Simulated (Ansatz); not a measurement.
Input and output for `[AlH2][Al]([Cl])[Cl]`.

```yaml
crystal:
  periodic: [false, false, false]
  atoms:
    - {symbol: Al, position_ang: [-0.989519, 1.323415, -0.542381]}
    - {symbol: Al, position_ang: [0.849443, -1.144215, 0.438443]}
    - {symbol: Cl, position_ang: [2.047911, -1.155517, 2.775081]}
    - {symbol: Cl, position_ang: [1.255868, -3.275196, -1.041167]}
    - {symbol: H, position_ang: [-1.903934, 1.250819, -2.301115]}
    - {symbol: H, position_ang: [-1.207269, 2.920694, 0.613511]}
basis:
  gaussian: {orbitals: aug-cc-pVDZ}
total_charge: -1
magnetization: {spin_polarized: true, initial_magnetization: 1}
hamiltonian: {xc: {name: wB97X-V}}
accuracy: high
output: {forces: true}
```

```sh
$ ansatz run in.yaml --threads 2 --pin off --events-out ev --progress --plain --max-ram 4352MiB
```

Output, abridged:

```
Functional definition: wB97X-V
2519 factors; integrals over basis functions are off by at most 3.3e-9 eV
759 factors; integrals over basis functions are off by at most 2.4e-9 eV
mean field evaluation 1: about -38266.5259 eV, gradient 1.1e1 eV
mean field evaluation 2: about -38267.6167 eV, gradient 6.7e0 eV
mean field evaluation 4: about -38267.9738 eV, gradient 5.4e-1 eV
mean field evaluation 8: about -38268.0138 eV, gradient 1.1e-1 eV
mean field evaluation 16: about -38268.0147 eV, gradient 4.1e-4 eV
mean field evaluation 32: about -38268.0147 eV, gradient 3.4e-6 eV
mean field -38268.01469726 eV, -1406.3236011322 hartree, gradient 3.4e-8 eV, S^2 0.773911; 2 other end points of the search recorded, 0 dependent functions left out
reference -38268.01469720 eV, -1406.3236011300 hartree; 32, 31 occupied and 94, 95 virtual orbitals, 2519 factors
Total energy: -38268.01469720 eV, -1406.3236011300 hartree
Atom 0 at    -0.989519     1.323415    -0.542381 Å, force    -0.663169     0.895463    -0.352126 eV/Å
Atom 1 at     0.849443    -1.144215     0.438443 Å, force     0.589951    -0.787943     0.316989 eV/Å
Atom 2 at     2.047911    -1.155517     2.775081 Å, force    -0.576976    -0.036618    -1.169774 eV/Å
Atom 3 at     1.255868    -3.275196    -1.041167 Å, force    -0.173776     1.039568     0.767237 eV/Å
Atom 4 at    -1.903934     1.250819    -2.301115 Å, force     0.767222     0.297473     1.707841 eV/Å
Atom 5 at    -1.207269     2.920694     0.613511 Å, force     0.056748    -1.407943    -1.270168 eV/Å
Dipole moment:    -0.120614     0.159040    -0.064755 e Å
```

It took 2.6 min on 2 threads of an Arm Neoverse V1 on a shared host, with 1.5 GiB of host memory at the peak.
